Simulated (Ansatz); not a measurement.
A made-up structure of CHOSe, doublet:

O1  (-1.303, -0.448, 0.562)
C2  (-0.225, 0.038, -0.057)
Se3  (1.798, -0.368, 0.545)
H4  (-0.270, 0.777, -1.050)
(Å)

It is relaxed with PBE-D4/def2-SVP and then PBE0-D4/def2-TZVP (Ansatz 0.2.0). Atoms count as bonded within 1.22 times the sum of their covalent radii (H–H: 0.88 Å). The end point is not checked to be a true minimum.

Question: Does its bonding change? (A judgement: the text doesn't fix the answer.)

Answer: Computed: No: no bond forms or breaks.

Where it ends: The first stage lowers the energy by 1.06 eV in 7 steps. It ends as CHOSe ([O][CH][Se]):
```xyz
4
angstrom
O -1.1635 -0.3991 0.5018
C -0.2011 0.0337 -0.0510
Se 1.6046 -0.3291 0.4871
H -0.2400 0.6945 -0.9379
```

Labels in which every atom is bracketed show which atoms are joined, not bond orders.

For scale, one of the runs: PBE0-D4/def2-TZVP relaxation, 116 basis functions, launched by `ansatz run in.yaml --threads 2 --pin off --events-out ev --progress --plain --max-ram 4352MiB`. The run took about 35 s on 2 CPU threads of an Arm Neoverse V2 (shared host).
